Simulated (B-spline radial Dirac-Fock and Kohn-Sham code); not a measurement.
**M5 edges in EELS at 60 kV and 20 mrad, Se to Ho**

Method: the first Born approximation with generalised oscillator strengths from a Dirac-Hartree-Slater potential (longitudinal and transverse terms; continuum final states only, so no white lines or fine structure). Computed with a radial atomic solver. Partial cross sections in barn for windows above the edge. Edges are tabulated values, any marked * orbital energies of the model.

| Z | element | edge (eV) | Δ = 50 eV | Δ = 100 eV | Δ = 200 eV |
| --- | --- | --- | --- | --- | --- |
| 34 | Se | 63.00* | 75800 | 165000 | 245000 |
| 35 | Br | 69.00 | 53900 | 127000 | 200000 |
| 36 | Kr | 93.80 | 36900 | 94500 | 157000 |
| 38 | Sr | 134.2 | 26900 | 64700 | 108000 |
| 40 | Zr | 178.8 | 18100 | 44300 | 75800 |
| 42 | Mo | 227.9 | 10800 | 29900 | 54000 |
| 46 | Pd | 335.2 | 3780 | 14600 | 29100 |
| 47 | Ag | 368.3 | 3710 | 13300 | 25700 |
| 48 | Cd | 405.2 | 3750 | 12100 | 22800 |
| 49 | In | 443.9 | 4220 | 11500 | 20500 |
| 53 | I | 619.3 | 5560 | 9110 | 13700 |
| 54 | Xe | 676.4 | 5390 | 8280 | 12100 |
| 57 | La | 836.0 | 1590 | 3100 | 5300 |
| 58 | Ce | 883.8 | 1340 | 2650 | 4570 |
| 60 | Nd | 980.4 | 1050 | 2090 | 3630 |
| 61 | Pm | 1027.0 | 888 | 1800 | 3170 |
| 64 | Gd | 1189.6 | 501 | 1100 | 2020 |
| 65 | Tb | 1241.1 | 467 | 1010 | 1860 |
| 66 | Dy | 1292.0 | 402 | 885 | 1640 |
| 67 | Ho | 1351.0 | 344 | 770 | 1450 |
